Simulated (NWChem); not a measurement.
**Correlation energy of Ge**

```
Ge
```
Charge 0, spin multiplicity 3.

Program: NWChem.

Basis set: def2-QZVP. Each correlation energy counts from its own Hartree-Fock reference.

The Hamiltonian is non-relativistic. The correlated methods keep 9 core orbitals frozen. The stability of the SCF solutions was not checked. Open-shell Hartree-Fock references start from PBE0 orbitals. No row is a measurement; the coupled-cluster row has its own basis-set and correlation limits.

**Question.** One of these methods gave a correlation energy of -235.5 mHa. Which?
A. CCSD on ROHF
B. UMP2
C. CCSD[T] on UHF
D. SCS-UMP2

**Answer.** B, UMP2. The others give -216.7 (SCS-UMP2), -243.9 (CCSD[T] on UHF), -239.0 (CCSD on ROHF).
